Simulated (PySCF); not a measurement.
HO4V (charge -2 and singlet state).
SMILES with atom numbers: `[O:1]=[V:2]([O-:3])([O-:4])[OH:5]`

The computed photoelectron lines, unassigned: O 1s: 524.29 (area 3), 526.84 (area 1) eV.

Theory: delta-SCF UKS SCAN, pcX-2 on the ionised atom, pcseg-1 elsewhere, spin-free X2C (PySCF). Isolated species at its PBE0-D3(BJ)/def2-SVP geometry, gas phase. Whether so highly charged an anion holds all its electrons in the gas phase wasn't checked; a finite basis holds them in any case. The ion is multiply charged and computed without counter-ions or solvent. The geometry's basis has no diffuse functions, a weakness for an anion.

**Question.** Assign the O 1s lines to atoms.

**Answer.** 524.29 eV: O1/O3/O4 (oxygen bonded to V); 526.84 eV: O5 (hydroxyl oxygen). Lowest listed O 1s: O1/O3/O4, bonded to V. Highest, 2.55 eV above it: O5, bonded to H and V.

Bonded neighbours of each site: O1/O3/O4: V; O5: H and V.

**Question.** Express the binding energy of O 1s of O5 in atomic units and per mole.

**Answer.** 526.84 eV = 19.3610 Eh = 50832 kJ/mol.

One atom of each set of topologically equivalent atoms was ionised and stands for the set; in this conformer not all members are related by symmetry, and their own values weren't computed. No level of vanadium is listed. The species carries charge -2, so core ionisation leaves charge -1. The basis sets have no added diffuse functions.

Time: 16 s of wall time; peak memory 0.49 GiB. Hardware: an Intel Xeon Platinum 8259CL at 2.50 GHz with one thread, shared host with 96 logical CPUs at a one-minute load of 52.

Shape of the structure used: `[O:1]=[V:2]([O-:3])([O-:4])[OH:5]`: H–O5–V2–O1 -118°.
